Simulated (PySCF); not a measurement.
## Electric field gradients and quadrupole coupling constants

C4H7FO3S.
Atom-mapped SMILES: `[CH3:1][C@@H:2]1[C@H:3]([F:4])[CH2:5][O:6][S:7]1(=[O:8])=[O:9]` (hydrogens: H10, H11, H12 on C1; H13 on C2; H14 on C3; H15, H16 on C5)

Structure used (GFN2-xTB), in Å, numbered top down from 1:
```
atom  x, y, z in Å
C1    -1.847    0.015    0.293
C2    -0.581   -0.187   -0.510
C3     0.446   -1.126    0.120
F4     0.029   -1.584    1.346
C5     1.756   -0.325    0.307
O6     1.795    0.691   -0.658
S7     0.330    1.401   -0.612
O8     0.200    2.127    0.608
O9     0.118    2.081   -1.843
H10   -1.599    0.461    1.253
H11   -2.513    0.689   -0.239
H12   -2.355   -0.932    0.465
H13   -0.781   -0.455   -1.544
H14    0.605   -2.023   -0.490
H15    1.744    0.117    1.312
H16    2.645   -0.943    0.181
```

Field gradients from the PBE0/pcSseg-1 density (PySCF, non-relativistic), principal values in atomic units, ordered |Vxx| ≤ |Vyy| ≤ |Vzz|:

```csv
atom,Vxx,Vyy,Vzz
O6,0.0956,1.7075,-1.8031
S7,-0.4302,-0.5183,0.9485
O8,-0.5103,-0.7303,1.2407
O9,-0.4539,-0.8472,1.3011
```

Problem. Find the asymmetry η = (Vxx − Vyy)/Vzz and the couplings χ = eQV/h (234.96 MHz × Q in barn × V in au), with Q(17O) = −0.0256 b, Q(33S) = −0.0678 b.

Solution. 
```tsv
atom	environment	nucleus	η	χzz (MHz)	χxx (MHz)	χyy (MHz)
O6	oxygen bonded to C and S	17O	0.89	10.85	-0.57	-10.27
S7	sulfonyl sulfur	33S	0.09	-15.11	6.85	8.26
O8	sulfonyl oxygen	17O	0.18	-7.46	3.07	4.39
O9	sulfonyl oxygen	17O	0.30	-7.83	2.73	5.10
```

Problem. What is Vzz at S7 in SI units (1 au = 9.71736 × 10²¹ V/m²)?

Solution. 0.9485 au = 9.217 × 10²¹ V/m².

Were the hydrogens deuterons (Q(2H) = 0.00286 b), χzz would run from 186 kHz (H15) to 209 kHz (H11 and H12).

Isolated species at its GFN2-xTB geometry (one conformer only). GFN2-xTB bond lengths can be off by several hundredths of an ångström, more for odd bonds, and the gradients follow them. With so small a basis the couplings can be 20 % off.
